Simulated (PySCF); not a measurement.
SMILES Oc1cc(F)cc(C(F)F)c1, C7H5F3O

Molfile (atoms numbered from 1):
```
C7H5F3O
     RDKit          3D

 16 16  0  0  0  0  0  0  0  0999 V2000
    2.2195   -1.8155   -0.2845 O   0  0  0  0  0  0  0  0  0  0  0  0
    1.3735   -0.7767   -0.1304 C   0  0  0  0  0  0  0  0  0  0  0  0
    1.8225    0.5294    0.0362 C   0  0  0  0  0  0  0  0  0  0  0  0
    0.8933    1.5422    0.1846 C   0  0  0  0  0  0  0  0  0  0  0  0
    1.3368    2.8020    0.3456 F   0  0  0  0  0  0  0  0  0  0  0  0
   -0.4685    1.3072    0.1750 C   0  0  0  0  0  0  0  0  0  0  0  0
   -0.9013   -0.0022    0.0117 C   0  0  0  0  0  0  0  0  0  0  0  0
   -2.3732   -0.3170    0.0050 C   0  0  0  0  0  0  0  0  0  0  0  0
   -2.7378   -0.9291   -1.1506 F   0  0  0  0  0  0  0  0  0  0  0  0
   -2.6889   -1.1876    0.9980 F   0  0  0  0  0  0  0  0  0  0  0  0
    0.0047   -1.0382   -0.1401 C   0  0  0  0  0  0  0  0  0  0  0  0
    3.1370   -1.5157   -0.2644 H   0  0  0  0  0  0  0  0  0  0  0  0
    2.8769    0.7636    0.0509 H   0  0  0  0  0  0  0  0  0  0  0  0
   -1.1591    2.1259    0.2923 H   0  0  0  0  0  0  0  0  0  0  0  0
   -3.0079    0.5736    0.1277 H   0  0  0  0  0  0  0  0  0  0  0  0
   -0.3351   -2.0531   -0.2684 H   0  0  0  0  0  0  0  0  0  0  0  0
  1  2  1  0
  2  3  1  0
  3  4  2  0
  4  5  1  0
  4  6  1  0
  6  7  2  0
  7  8  1  0
  8  9  1  0
  8 10  1  0
  7 11  1  0
 11  2  2  0
  1 12  1  0
  3 13  1  0
  6 14  1  0
  8 15  1  0
 11 16  1  0
M  END
```

Level of theory: GIAO B3LYP/pcSseg-1 magnetisability, rotational g tensor and spin-rotation constants, non-relativistic, gas phase in PySCF. Geometry: GFN2-xTB.

(1) Give the nuclear spin-rotation constants along the inertial axes (H = +C I·J) beside the isotropic shieldings.

## Answers

(1) Rotational constants 1.5587, 0.7594, 0.5611 GHz. A star marks the isotopologue with that one atom substituted, in its own axes.
```tsv
atom	isotope	Caa (kHz)	Cbb (kHz)	Ccc (kHz)	mean (kHz)	σ (ppm)
F5	19F	2.068	0.977	0.355	1.133	282.7
F9	19F	1.696	0.930	0.513	1.046	284.1
F10	19F	1.694	0.933	0.524	1.050	282.8
H12	1H	0.065	-0.082	-0.072	-0.030	27.3
H13	1H	0.143	-0.073	-0.066	0.002	25.4
H14	1H	-0.130	0.066	-0.066	-0.043	25.1
H15	1H	-0.115	0.051	-0.059	-0.041	25.1
H16	1H	-0.008	0.014	-0.062	-0.019	24.5
O1	17O*	-0.308	-0.111	-0.074	-0.164	201.3
C2	13C*	0.646	0.392	0.109	0.383	14.4
C3	13C*	0.606	0.242	0.086	0.311	73.6
C4	13C*	0.699	0.349	0.140	0.396	7.1
C6	13C*	0.514	0.314	0.074	0.301	70.4
C7	13C*	0.789	0.307	0.074	0.390	34.3
C8	13C*	0.492	0.233	0.166	0.297	58.0
C11	13C*	0.597	0.300	0.065	0.321	66.8
```
For the geometry as given, no vibrational averaging.
